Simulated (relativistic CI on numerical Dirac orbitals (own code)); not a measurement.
## Spin-allowed bands of a d2 ion in an octahedral site, by hand

Problem. Take Δ = 17400 cm⁻¹ and B = 600 cm⁻¹ for a d2 ion in an octahedral site. Calculate the three spin-allowed bands.

Working.
1. The terms of highest spin are 3F (energy 0) and 3P (15B = 9000 cm⁻¹). Here the F term splits into A2 at +1.2Δ = 20880, T2 at +0.2Δ = 3480 and T1 at −0.6Δ = -10440 cm⁻¹.
2. The two T1 states mix through the element 0.4Δ: H = [[-10440, 6960], [6960, 9000]], with roots ½(H₁₁ + H₂₂) ∓ ½√[(H₂₂ − H₁₁)² + 4H₁₂²] = ½(-1440) ∓ ½(23910) = -12675 and 11235 cm⁻¹.
3. The ground term is 3T1 at -12675 cm⁻¹.
4. Bands: 3T2 16155 cm⁻¹ (619 nm), 3T1(P) 23910 cm⁻¹ (418 nm), 3A2 33555 cm⁻¹ (298 nm).

Check. Exact diagonalisation of the whole d2 shell with these parameters gives 3T2 16155, 3T1 23910, 3A2 33555 cm⁻¹. The match is exact, since without spin-orbit coupling no other term has this spin. The ratio of the second band to the first, 1.480, depends on Δ/B = 29.0 alone, which is how a Tanabe-Sugano diagram is read.
